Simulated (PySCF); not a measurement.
Working out the excitation energy of As

As [Ar] 3d10 4s2 4p3 (4S) → As [Ar] 3d10 4s2 4p2 5s1 (4P). Calculation: PySCF 2.14, in x2c-TZVPPall with one added diffuse shell each of s, p, d type (7s6p5d1f, 57 functions); the spin-free X2C one-electron Hamiltonian (Gaussian nucleus). Frozen: [Ar] 3d10. Energies in hartree (1 hartree = 27.21139 eV):

```json
{"part": "UHF", "As (lower)": "-2259.010521", "As (upper)": "-2258.767112"}
{"part": "CCSD correlation", "As (lower)": "-0.084202", "As (upper)": "-0.079781"}
{"part": "(T)", "As (lower)": "-0.002747", "As (upper)": "-0.002565"}
```

Task: What does Hartree-Fock give?

Result: (-2258.767112) − (-2259.010521) = 0.243409 hartree = 6.623 eV.

Task: What do CCSD and CCSD(T) give?

Result: The CCSD correlation energies differ by 0.004421 hartree = 0.120 eV and the triples by 0.000182 hartree = 0.005 eV, so CCSD gives 6.743 eV and CCSD(T) 6.748 eV.

Measured between the centres of the two terms (NIST): 6.460 eV, so CCSD(T) (valence) is off by 0.288 eV.

What remains against the reference includes basis incompleteness, the frozen core and higher excitations.
